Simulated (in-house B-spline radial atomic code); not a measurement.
TDHF excitations of Ge2+

Method: TDHF. Computed with an all-electron radial atomic-structure program (B-spline basis): linear response of the closed shell [Ar] 3d10 4s2 with bare exchange (time-dependent Hartree-Fock); scalar-relativistic (spin-free one-electron X2C), finite nucleus, no spin-orbit coupling, no double excitations, S, P, D and F terms only; shells from n = 2 respond. Only terms of natural parity with L up to 3 were computed.

Command:
```bash
python run_td.py task.json out
```
Settings (radii: box in bohr, nucleus in fm):
```
Z                        32
electrons                30
configuration            [Ar] 3d10 4s2
hamiltonian              x2c
method                   hf
box_radius               29.48
rms_radius               4.0742
intervals                73
```

Run time, properties included: 1.9 s on 1 thread of Arm Neoverse N1, with other jobs on the host.

The lowest states, in the order of their Tamm-Dancoff energies; the method's threshold (minus the highest occupied level) is 32.45 eV. Labels give the largest channel, * marks a mixed state, and oscillator strengths are full-response dipole values. Energies in eV:

```csv
state,full response,Tamm-Dancoff,oscillator strength
4s → 4p 3P,5.911,6.508,-
4s → 4p 1P,10.679,11.051,1.7
4s → 5s 3S,18.264,18.283,-
4s → 4d 3D,18.830,18.846,-
4s → 5s 1S,19.161,19.185,-
4s → 4d 1D,19.738,19.756,-
4s → 5p 3P,21.169,21.190,-
4s → 5p 1P,21.627,21.669,0.00295
4s → 6s 3S,24.667,24.672,-
4s → 4f 3F,24.696,24.697,-
4s → 4f 1F,24.796,24.796,-
4s → 5d 3D,24.916,24.920,-
4s → 6s 1S,24.939,24.947,-
4s → 5d 1D,25.194,25.201,-
4s → 6p 3P,?,?,-
4s → 6p 1P,?,?,?
```

Q: Where does 4s → 6p 1P lie?

A: At 26.043 eV in full response, 26.056 eV in Tamm-Dancoff, oscillator strength 0.00636.

Q: Where does 4s → 6p 3P lie?

A: At 25.882 eV in full response, 25.888 eV in Tamm-Dancoff.

Q: How large is the singlet-triplet splitting of 4s → 4p (P terms) in Tamm-Dancoff?

A: 4.54 eV, from the unrounded values.

Q: What polarisabilities and dispersion coefficient does the method give?

A: Dipole 12.01 bohr³, quadrupole 33.15 bohr⁵, C6 48.69 hartree·bohr⁶ for two such species.
